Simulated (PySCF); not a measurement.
Species: C₅H₇FO₂.
Structure used (PBE0-D3(BJ)/def2-SVP), in Å, numbered top down from 1:
```
atom  x, y, z in Å
C1     1.9438   -0.1870   -1.0541
O2     0.7415   -0.7960   -0.6799
C3     0.1256   -0.2213    0.4459
C4    -1.1207   -1.0301    0.8115
O5    -2.2697   -0.2948    0.3827
C6    -1.8497    0.9591    0.1054
C7    -0.5231    1.1045    0.1828
F8     0.1713    2.2178   -0.0421
H9     1.7998    0.8462   -1.4170
H10    2.3797   -0.7867   -1.8647
H11    2.6650   -0.1565   -0.2132
H12    0.8544   -0.1781    1.2811
H13   -1.1038   -2.0053    0.3068
H14   -1.1968   -1.1760    1.9007
H15   -2.6181    1.6890   -0.1473
```

Computed, not measured: TDDFT B3LYP/def2-SVPD, vertical, gas phase, core orbitals frozen in the response in PySCF.

Ground-to-excited transition dipoles (e·a0, same axes as the geometry; the sign carries no meaning), for the states with f of 0.002 or more among the lowest 6:

| state | E (eV) | μx | μy | μz |
| --- | --- | --- | --- | --- |
| S1 | 5.739 | 0.700 | -0.016 | -0.262 |
| S2 | 6.064 | -0.519 | -0.093 | -0.078 |
| S3 | 6.179 | 0.471 | 0.110 | 0.101 |
| S4 | 6.457 | -0.086 | 0.061 | 0.124 |
| S5 | 6.691 | -0.205 | 0.007 | 0.196 |
| S6 | 6.810 | -0.250 | -0.089 | -0.141 |

Q: Work out the oscillator strengths.

A: f = (2/3) ΔE |μ|² with ΔE in hartree (27.2114 eV).

```tsv
state	|μ|² (au)	|μ| (D)	f
S1	0.559	1.90	0.079
S2	0.284	1.35	0.042
S3	0.244	1.26	0.037
S4	0.026	0.41	0.004
S5	0.081	0.72	0.013
S6	0.090	0.76	0.015
```

Q: What angle do the transition dipoles of S1 and S3 make?

A: |cos θ| = |μa·μb| / (|μa| |μb|) = 0.82, so θ ≈ 35° (taken between 0 and 90°, since the signs are arbitrary).

Q: What peak molar absorption coefficient would the strongest computed level give as a lone Gaussian band 0.4 eV wide at half height?

A: ε(max) = 2.175×10⁸ f / FWHM, with the width in cm⁻¹. S1: 2.175×10⁸ × 0.0786 / 3226 ≈ 5300 L mol⁻¹ cm⁻¹.

Hardware: an Arm Neoverse V1 with one thread, shared host. Cost: 46 s, 0.89 GiB resident at most.

One conformer stands for the species.
